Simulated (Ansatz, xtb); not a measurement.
**Relative energy of two isomers of C6H7NS**

We compare a, `Nc1cccc(S)c1`, a singlet, with b, `Nc1ccccc1S`, a singlet. Both are isolated molecules in the gas phase, relaxed with B3LYP/def2-SVP; the shapes shown needn't be the lowest conformers.

a (Å):

```json
{"atom": "C", "x (Å)": "-1.0381", "y (Å)": "0.3315", "z (Å)": "-0.2398"}
{"atom": "C", "x (Å)": "-0.5242", "y (Å)": "1.2806", "z (Å)": "-1.1461"}
{"atom": "C", "x (Å)": "0.8536", "y (Å)": "1.4602", "z (Å)": "-1.2606"}
{"atom": "C", "x (Å)": "1.7513", "y (Å)": "0.7167", "z (Å)": "-0.4920"}
{"atom": "C", "x (Å)": "1.2475", "y (Å)": "-0.2330", "z (Å)": "0.4124"}
{"atom": "C", "x (Å)": "-0.1342", "y (Å)": "-0.4233", "z (Å)": "0.5340"}
{"atom": "N", "x (Å)": "-2.4066", "y (Å)": "0.1735", "z (Å)": "-0.0757"}
{"atom": "S", "x (Å)": "2.4314", "y (Å)": "-1.1662", "z (Å)": "1.3632"}
{"atom": "H", "x (Å)": "-2.7192", "y (Å)": "-0.7017", "z (Å)": "0.3281"}
{"atom": "H", "x (Å)": "-2.9923", "y (Å)": "0.4909", "z (Å)": "-0.8391"}
{"atom": "H", "x (Å)": "-1.2108", "y (Å)": "1.8764", "z (Å)": "-1.7535"}
{"atom": "H", "x (Å)": "1.2391", "y (Å)": "2.1997", "z (Å)": "-1.9678"}
{"atom": "H", "x (Å)": "2.8278", "y (Å)": "0.8712", "z (Å)": "-0.5913"}
{"atom": "H", "x (Å)": "1.5398", "y (Å)": "-1.8595", "z (Å)": "2.1054"}
{"atom": "H", "x (Å)": "-0.5274", "y (Å)": "-1.1620", "z (Å)": "1.2382"}
```

b (Å):

```yaml
atoms:
  - { symbol: C, position_ang: [-0.7105, 0.5528, -0.4747] }
  - { symbol: C, position_ang: [0.2002, 1.6243, -0.5910] }
  - { symbol: C, position_ang: [1.5001, 1.5203, -0.1018] }
  - { symbol: C, position_ang: [1.9381, 0.3438, 0.5163] }
  - { symbol: C, position_ang: [1.0543, -0.7312, 0.6275] }
  - { symbol: C, position_ang: [-0.2558, -0.6423, 0.1418] }
  - { symbol: N, position_ang: [-1.9888, 0.6409, -0.9912] }
  - { symbol: S, position_ang: [-1.3826, -2.0182, 0.3894] }
  - { symbol: H, position_ang: [-2.6614, -0.0026, -0.5817] }
  - { symbol: H, position_ang: [-2.3478, 1.5754, -1.1490] }
  - { symbol: H, position_ang: [-0.1314, 2.5498, -1.0708] }
  - { symbol: H, position_ang: [2.1789, 2.3713, -0.2039] }
  - { symbol: H, position_ang: [2.9566, 0.2614, 0.9014] }
  - { symbol: H, position_ang: [1.3747, -1.6649, 1.0956] }
  - { symbol: H, position_ang: [-1.5771, -2.3249, -0.9193] }
```

Question: Estimate E(b) − E(a) at the level CCSD(T)/def2-SVP + ΔMP2/def2-TZVPP.

Answer: Calculated at CCSD(T)/def2-SVP + ΔMP2/def2-TZVPP: E(b) − E(a) = −8.7 kJ/mol, so structure b lies lower.

The same difference at several levels:

```json
{"level": "GFN2-xTB", "geometry": "GFN2-xTB", "E(b) − E(a) (kJ/mol)": "+5.3", "departure from the last row (kJ/mol)": "+14.0", "job, with rough time for the two": "optimisation, 0.21 s"}
{"level": "HF/STO-3G", "geometry": "GFN2-xTB", "E(b) − E(a) (kJ/mol)": "+8.7", "departure from the last row (kJ/mol)": "+17.4", "job, with rough time for the two": "single point, 0.72 s"}
{"level": "r2SCAN-D4/def2-SVP", "geometry": "GFN2-xTB", "E(b) − E(a) (kJ/mol)": "−8.0", "departure from the last row (kJ/mol)": "+0.7", "job, with rough time for the two": "single point, 8.7 s"}
{"level": "B3LYP/def2-SVP", "geometry": "B3LYP/def2-SVP", "E(b) − E(a) (kJ/mol)": "−8.0", "departure from the last row (kJ/mol)": "+0.7", "job, with rough time for the two": "optimisation, 76 s"}
{"level": "HF/def2-SVP", "geometry": "B3LYP/def2-SVP", "E(b) − E(a) (kJ/mol)": "−7.6", "departure from the last row (kJ/mol)": "+1.1", "job, with rough time for the two": "part of the CCSD(T) run"}
{"level": "MP2/def2-SVP", "geometry": "B3LYP/def2-SVP", "E(b) − E(a) (kJ/mol)": "−11.7", "departure from the last row (kJ/mol)": "−3.0", "job, with rough time for the two": "part of the CCSD(T) run"}
{"level": "CCSD(T)/def2-SVP", "geometry": "B3LYP/def2-SVP", "E(b) − E(a) (kJ/mol)": "−11.0", "departure from the last row (kJ/mol)": "−2.3", "job, with rough time for the two": "single point"}
{"level": "CCSD(T)/def2-SVP + ΔMP2/def2-TZVPP", "geometry": "B3LYP/def2-SVP", "E(b) − E(a) (kJ/mol)": "−8.7", "departure from the last row (kJ/mol)": "", "job, with rough time for the two": "single point, 3.6 min"}
```

As drawn, both hold the same kinds of bond in the same numbers.

GFN2-xTB, HF/STO-3G put the two in the other order. The largest departure from CCSD(T)/def2-SVP + ΔMP2/def2-TZVPP is that of HF/STO-3G, 17.4 kJ/mol. The last row adds to CCSD(T) the change of the MP2 difference between the two basis sets, here +2.3 kJ/mol.

With thermal terms from frequencies at re-optimised GFN2-xTB minima (ideal gas, soft modes damped towards free rotors, one conformer each, 298.15 K, 1 atm): on the last row, ΔE + ΔZPE = −8.3, ΔH = −8.5, ΔG = −8.2 kJ/mol.

The correlated steps freeze 12 core orbitals. Codes used: Ansatz 0.2.0, xtb 6.7.1; the last row on 2 threads of Arm Neoverse V1 on a shared host.
